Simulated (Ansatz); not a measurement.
System: CH$_{3}$Br$_{2}$Si, charge 0, multiplicity 2. It need not be the lowest isomer of its formula. 
Coordinates optimised at B3LYP-D3(BJ)/def2-TZVP (Ansatz, an electronic-structure program):
```
C
H 1 1.0905
H 1 1.0905 2 109.44
H 1 1.0920 2 109.09 3 119.29
Si 1 1.8754 2 109.91 4 119.92
Br 5 2.2460 1 108.81 2 -59.95
Br 5 2.2460 1 108.81 2 -179.54
```
Charge 0, spin multiplicity 2.

Parts of the frozen-core correlation energy in def2-SVP (Ansatz, hartree). Frozen orbitals: 34; correlated occupied orbitals by spin: 13 and 12; virtual: 64 and 65. Open shells are spin-unrestricted. No spin-orbit coupling. No relativistic terms.

```csv
term,value
reference (HF),-5472.70399
MP2 opposite-spin,[?]
MP2 same-spin,-0.11643
CCSD correlation,[?]
(T),[?]
T1 diagnostic,0.012
largest doubles amplitude,0.028
<S^2> of the reference,0.755
```

Task: Complete the blanks.

Result: 
- MP2 opposite-spin, value: -0.34157
- CCSD correlation, value: -0.50125
- (T), value: -0.01424
